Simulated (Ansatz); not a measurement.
Geometry optimisation, RKS PBE0-D4/6-31G in Ansatz 0.2.0.

Input:

```yaml
crystal:
  periodic: [false, false, false]
  atoms:
    - { symbol: Al, position_ang: [0.0, 0.0, 0.0] }
    - { symbol: "N", position_ang: [0.0, 0.0, 1.92] }
    - { symbol: H, position_ang: [-0.877, -0.2713, 2.45] }
    - { symbol: H, position_ang: [0.877, 0.2713, 2.45] }
    - { symbol: O, position_ang: [1.5415, 0.0, -0.89] }
    - { symbol: Si, position_ang: [2.3874, -1.376, -1.352] }
    - { symbol: H, position_ang: [1.4599, -2.3514, -1.9176] }
    - { symbol: H, position_ang: [3.3882, -1.0195, -2.3535] }
    - { symbol: H, position_ang: [3.0504, -1.9546, -0.187] }
    - { symbol: O, position_ang: [-1.5415, 0.0, -0.89] }
    - { symbol: H, position_ang: [-2.0512, -0.8467, -0.6815] }
basis:
  gaussian: { orbitals: "6-31G" }
hamiltonian:
  xc: pbe0
  dispersion: d4
relax:
  f_tol: 0.02
  max_steps: 40
output:
  orbitals: {}
```

Launched with:

```bash
$ ansatz run input.yaml --threads 1 --pin off --max-ram 2048MiB --backend cpu --events-out ev --progress --plain --runs-dir out
```

Problem. Where does it end, and by what steps?

Solution. It converged. Limits of this set-up: no polarisation functions. After 14 steps the energy has fallen by 1.138 eV; O5 moved furthest, 1.05 Å.

| step | energy less start (eV) | largest force component (eV/Å) | accepted |
| --- | --- | --- | --- |
| 0 | 0.0000 | 1.991 | yes |
| 1 | -0.5460 | 1.191 | yes |
| 2 | -0.7384 | 1.141 | yes |
| 3 | -0.9137 | 0.377 | yes |
| 4 | -0.9929 | 0.725 | yes |
| 5 | -1.0607 | 0.139 | yes |
| 6 | -1.0928 | 0.130 | yes |
| 7 | -1.1059 | 0.103 | yes |
| 8 | -1.1021 | 0.807 | no |
| 9 | -1.1088 | 0.065 | yes |
| 10 | -1.1124 | 0.851 | yes |
| 11 | -1.1344 | 0.119 | yes |
| 12 | -1.1345 | 0.093 | yes |
| 13 | -1.1376 | 0.062 | yes |
| 14 | -1.1382 | 0.008 | yes |

```xyz
11
Properties=species:S:1:pos:R:3
Al -0.190 -0.339 0.278
N -0.016 0.202 1.963
H -0.782 0.569 2.508
H 0.849 0.177 2.479
O 1.164 -0.927 -0.571
Si 2.492 -1.513 -1.425
H 2.064 -2.569 -2.410
H 3.164 -0.397 -2.183
H 3.495 -2.122 -0.480
O -1.744 -0.235 -0.414
H -2.262 -0.394 -1.198
```

Whether the end is a true minimum wasn't checked by a vibrational analysis.

Run time: 80 s on 1 thread of Arm Neoverse V1 (shared host), peak memory 0.17 GiB.
